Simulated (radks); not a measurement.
Values are calculated unless marked as measured or tabulated.
Bi+, configuration [Hg] 6p(up 1, down 1) (spins set by hand, not the high-spin state). Level of theory: scalar-relativistic Kohn-Sham, LDA (Slater exchange, Perdew-Wang correlation), spin-polarised, spherical densities, point nucleus (a radial shooting solver on a logarithmic mesh with Libxc functionals).

Unscreened Slater integrals over Kohn-Sham orbitals (hartree). They are taken over the spin-up orbitals.

integral,value
"F0(6p,6p)",0.32411
"F2(6p,6p)",0.17500
"F0(6p,6s)",0.36253
"G1(6p,6s)",0.21912
"F0(6p,5d)",0.40196
"F2(6p,5d)",0.12271
"G1(6p,5d)",0.046743
"G3(6p,5d)",0.039517
"F0(6p,5p)",0.41234
"F2(6p,5p)",0.092341
"G0(6p,5p)",0.015261
"G2(6p,5p)",0.020568
"F0(6s,6s)",0.42541
"F0(6s,5d)",0.50481
"G2(6s,5d)",0.10436
"F0(6s,5p)",0.52553
"G1(6s,5p)",0.040100
"F0(5d,5d)",0.73273
"F2(5d,5d)",0.38281
"F4(5d,5d)",0.25582
"F0(5d,5p)",0.81846
"F2(5d,5p)",0.41381
"G1(5d,5p)",0.50533
"G3(5d,5p)",0.31470
"F0(5p,5p)",0.94862
"F2(5p,5p)",0.51127

Derived for the open shells (J is the average intra-shell exchange parameter used in DFT+U). 6p: J = F2/5 = 0.03500 hartree.
